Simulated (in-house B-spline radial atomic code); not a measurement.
**Ionising Pb³⁺ with different functionals**

Computed with a radial B-spline atomic code at the basis-set limit: scalar-relativistic (spin-free X2C) Hamiltonian, Fermi nucleus of rms radius 5.5012 fm, spin-polarised at highest spin, spherical fractional occupations for the functionals, the average over the highest-spin determinants for Hartree-Fock. The ionisation energy is the difference of two self-consistent energies, [Xe] 4f14 5d10 6s1 → [Xe] 4f14 5d10, without Breit or QED terms; ε is the level of the shell that loses the electron (its least bound occupied spin orbital). There is no spin-orbit coupling in this Hamiltonian.

```
           method                    rung  ΔSCF (eV)  -ε(6s) (eV)
     Hartree-Fock            Hartree-Fock      40.56        40.82
    HF fractional            Hartree-Fock      40.56        40.82
         LDA VWN5                     LDA      43.34        38.31
         LDA PW92                     LDA      43.33        38.30
LDA exchange-only                     LDA      42.08        37.12
              PBE                     GGA      42.88        37.88
           PBEsol                     GGA      42.92        37.97
             BLYP                     GGA      43.00        37.90
             RPBE                     GGA      42.71        37.73
             PW91                     GGA      43.00        38.00
             BP86                     GGA      42.99        38.06
             AM05                     GGA      42.89        37.95
             OLYP                     GGA      42.66        37.69
             TPSS                meta-GGA      42.52        37.67
             SCAN                meta-GGA      42.81        38.23
           r2SCAN                meta-GGA      42.64        38.14
          revTPSS                meta-GGA      42.46        37.66
             PBE0           global hybrid      42.49        38.84
            B3LYP           global hybrid      42.85        38.83
            TPSSh           global hybrid      42.39        38.07
        BHandHLYP           global hybrid      42.25        39.79
          r2SCAN0           global hybrid      42.40        39.11
            B97-1           global hybrid      42.36        38.44
            HSE06  range-separated hybrid      42.50        38.44
            wB97X  range-separated hybrid      41.97        40.88
        CAM-B3LYP  range-separated hybrid      42.75        40.39
          LC-wPBE  range-separated hybrid      42.33        41.54
```

**Question.** Among the functionals, which spreads more, the ΔSCF values or the orbital energies?

**Answer.** The orbital energies: ΔSCF values span about 1.37 eV and the orbital energies 4.42 eV.

**Question.** How do they compare with the NIST value?

**Answer.** NIST lists 42.333 eV (measured, ground level to ground level). Errors run from -1.77 to +1.01 eV; LC-wPBE is closest (-0.00 eV), but part of that can be cancellation, since the calculations leave out Breit-QED terms. Hartree-Fock also lacks correlation.
